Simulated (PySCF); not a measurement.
**Levels of Zr³⁷⁺ from EOM-EA-GCCSD**

Reference: closed-shell Zr³⁸⁺, 1s2; one electron is added. Calculated with PySCF 2.14, two-component X2C-1e with screened spin-orbit coupling, an even-tempered Gaussian basis (17 s from 7.3 bohr⁻², ratio 2.6; 12 p from 9.5 bohr⁻², ratio 2.6; 6 d from 9.8 bohr⁻², ratio 2.8; 3 f from 430 bohr⁻², ratio 2.8); frozen nothing; the 38 highest virtual spinors dropped; of the others 52 kept and the rest restored at second order. No Breit or QED terms. Binding energies in eV.

```csv
level,Koopmans,second order,EOM-CCSD
2s1/2,5149.6,5149.8,5149.8
2p1/2,5070.3,5070.6,5070.6
2p3/2,4964.3,4964.6,4964.6
```

Electric-dipole lines between these computed levels:

```tsv
lower	upper	ΔE (eV)	vacuum wavelength (nm)
2s1/2	2p1/2	79.147	15.67
2s1/2	2p3/2	185.13	6.697
```

For comparison, the ionisation energy of Zr³⁷⁺ is 5146.9 eV (theoretical estimate listed by NIST; NIST Atomic Spectra Database, ionization energies).

Only part of the computed levels is shown.
